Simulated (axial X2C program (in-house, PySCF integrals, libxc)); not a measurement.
# Photoelectron levels of YP by EOM-IP-CCSD

Computed with an axial X2C code built on PySCF integrals: two-component X2C with atomic mean-field Coulomb and Gaunt terms, Gaussian nuclei, basis Y dyall-cv3z, P dyall-v3z with contracted cores.

R = 2.297 Å (near the PBE0 minimum at charge 0 of the determinant lowest at the starting distance; the state shown can have its own minimum elsewhere).

Vertical ionisation energies of YP to the states of YP⁺:

```tsv
Ω of YP⁺	vertical IE (eV)	above lowest (cm⁻¹)	ionised spinor	one-hole weight
3/2	6.795	0	52% P pπ, 32% Y dπ, 8% Y pπ	0.93
1/2	6.826	249	52% P pπ, 32% Y dπ, 8% Y pπ	0.93
1/2	6.866	569	53% P pσ, 22% Y sσ, 11% Y dσ	0.91
```

Q: What is the splitting of the first π pair in the table, and is it regular or inverted?

A: E(3/2) − E(1/2) = 0 − 249 = -249 cm⁻¹ at EOM-IP-CCSD: inverted, Ω = 3/2 lower. Splittings at this level can be off by ten to twenty per cent.

This point took 13 s on 1 thread of Arm Neoverse V2 (shared host).

Reference electrons by ω block (each with its −ω partner): 1/2: 19, 3/2: 7, 5/2: 1. 16 electrons of YP correlated (inner shells frozen), 88 natural virtual spinors (a truncated set); levels can be off by some tenths of an eV. Roots sought by Ω: (1/2: 4, 3/2: 3, 5/2: 1); rows need 60 % one-particle weight and stop where some Ω has no more roots. Missing are any skipped roots, higher Ω and states of a further excitation; these come out far too high here and may in truth be low or lowest. T1 of the reference 0.028 (Lee–Taylor). Number of frozen shells: Y 3 s, 2 p, 1 d; P 2 s, 1 p. Large amplitudes in the reference (orbital relaxation or multireference character) lower the reliability.
